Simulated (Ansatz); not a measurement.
Results of the Gaussian-basis code of Ansatz.

Basis-set series for CH₆O₃SZr, SMILES `C[O][Zr]([OH])([OH])[SH]`. Total charge 0; spin multiplicity 1. Zr takes the def2 core potential. All single points use the PBE0-D4/def2-TZVP geometry. It is one conformer, not always the lowest.

```json
{"functional": "PBE0-D4", "basis": "def2-TZVPP", "functions": "306", "energy (Eh)": "-712.57894", "HOMO (eV)": "-6.89", "LUMO (eV)": "-0.32"}
{"functional": "PBE0-D4", "basis": "def2-QZVPP", "functions": "559", "energy (Eh)": "-712.60963", "HOMO (eV)": "-6.92", "LUMO (eV)": "-0.39"}
{"functional": "ωB97M-V", "basis": "def2-TZVPP", "functions": "306", "energy (Eh)": "-712.81742", "HOMO (eV)": "-9.05", "LUMO (eV)": "0.65"}
{"functional": "ωB97M-V", "basis": "def2-QZVPP", "functions": "559", "energy (Eh)": "-712.84680", "HOMO (eV)": "-9.09", "LUMO (eV)": "0.45"}
```

Question: Give the rows for def2-SVP. (Estimate.)

Answer: The calculation gave: 
```json
{"functional": "PBE0-D4", "basis": "def2-SVP", "functions": "135", "energy (Eh)": "-712.11009", "HOMO (eV)": "-6.72", "LUMO (eV)": "-0.07"}
{"functional": "ωB97M-V", "basis": "def2-SVP", "functions": "135", "energy (Eh)": "-712.34043", "HOMO (eV)": "-8.85", "LUMO (eV)": "0.97"}
```

Positive LUMOs are unbound and depend on the basis.
